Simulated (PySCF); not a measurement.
Cl2Sn, charge +1, doublet, at a GFN2-xTB geometry (such geometries of metal compounds can be far from the true shape) (a state made from the parent by changing its charge; the spin is typed, not shown lowest) (core potentials on Sn).

The PySCF input:
```python
from pyscf import gto, scf, dft

mol = gto.Mole()
mol.atom = '''
    Sn    0.00755256   -0.00709993    0.44602132
    Cl    1.31419946    1.64977004   -0.65225992
    Cl   -1.33641287   -1.62888789   -0.65956749
'''
mol.basis = 'def2-svp'
mol.ecp = {'Sn': 'def2-svp'}
mol.charge = 1
mol.spin = 1
mol.verbose = 4
mol.build()

mf = dft.UKS(mol)
mf.xc = 'pbe0'
mf.kernel()
```

Problem. What does this run give for the Mulliken (on the basis functions themselves) charges in atom order, nuclear repulsion energy, <S^2>, HOMO energy?

Solution. 
```json
{
 "Mulliken (on the basis functions themselves) charges in atom order": "Sn1 1.07, Cl2 -0.03, Cl3 -0.03",
 "nuclear_repulsion_energy": "202.6691 Eh",
 "<S^2>": "0.759",
 "HOMO energy": "-14.41 eV"
}
```

These values belong to the state on which the SCF converged, which isn't shown to be the lowest.
